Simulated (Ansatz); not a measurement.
Consider the ligand exchange at the Si–C bond: `[SiH3]C[SiH]1CC1` + H–F → `F[SiH]1CC1` + `C[SiH3]`.

Calculated with Ansatz (gas phase, PBE0-D4/def2-TZVP geometries, no zero-point term in ΔE). CCSD(T)/CBS is the MP2 limit (def2-TZVPP, def2-QZVPP) plus CCSD(T) − MP2 in def2-TZVPP, frozen cores. This one scheme is used for every species. DFT in def2-TZVPP. Each species was taken in one conformer, which may not be the lowest.

| level | ΔE (kJ/mol) |
| --- | --- |
| PBE-D4 | -109.5 |
| r2SCAN | -126.2 |

Q: What does CCSD(T)/CBS give? (An estimate is asked.)

A: The calculation gave: -115.1 kJ/mol. The listed levels differ from it by 5.6, -11.1 kJ/mol.

Largest T1 diagnostic among the species: 0.011.

The D4 term adds +13.4 kJ/mol with B3LYP and +7.8 kJ/mol with PBE0; it sums over pairs of atoms, weighted by their polarisabilities, and B3LYP, whose exchange is more repulsive, gets the larger term. In def2-TZVPP, CCSD(T) changes the Hartree–Fock value by +33.6 kJ/mol (the triples alone add +5.1 kJ/mol) and MP2 by +37.0 kJ/mol.

B3LYP here is the variant with VWN-RPA as its local correlation; programs differ in this.
